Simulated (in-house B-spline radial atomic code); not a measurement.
A run on an ion of nuclear charge 27 with 27.8 electrons that did not converge. Method: scalar-relativistic (X2C) SCAN, spin-polarised, spherical fractional occupations, Fermi nucleus of rms radius 3.7875 fm; computed with an all-electron radial atomic-structure program (B-spline basis).

Command:
```bash
python run_scf.py task.json out
```
Settings (nuclear radius in fm, mass in u):
```
Z                27
configuration    [Ar] 3d7.8 4s2
hamiltonian      x2c
method           scan,scan
spin_polarised   True
nucleus          fermi
rms_radius       3.7875
atomic_mass      58.93319
speed_of_light   137.035999084
```

First and last ten iterations of the last attempt (damped for 15 steps, keeping 80 % of the old Fock matrix, then DIIS):
```
 iter        energy (Eh)    residual
    1       -1384.630105    4.77e-01
    2       -1285.623944    1.06e+00
    3       -1392.263920    1.99e-01
    4       -1392.874364    1.15e-01
    5       -1393.059507    8.67e-02
    6       -1393.149239    7.33e-02
    7       -1393.209235    6.00e-02
    8       -1393.254783    5.37e-02
    9       -1393.290997    4.87e-02
   10       -1391.048603    1.43e-01
  111       -1379.132206    7.72e-01
  112       -1379.138608    7.72e-01
  113       -1377.823588    6.20e-01
  114       -1378.208299    6.12e-01
  115       -1357.388068    5.91e-01
  116       -1356.565526    7.15e-01
  117       -1332.969855    7.35e-01
  118       -1361.450848    1.54e+00
  119       -1362.449558    1.47e+00
  120       -1363.251545    1.38e+00
 not converged after 120 iterations
```

The smallest residual met was 1.7e-02; the threshold is about 3e-07. No energy from this run should be used. The likely cause: this method binds the added charge weakly or not at all at the basis-set limit, so charge moves back and forth between the atom and the box. Time taken, with all properties: 3 s on 1 thread of Arm Neoverse V2, with other jobs on the host.
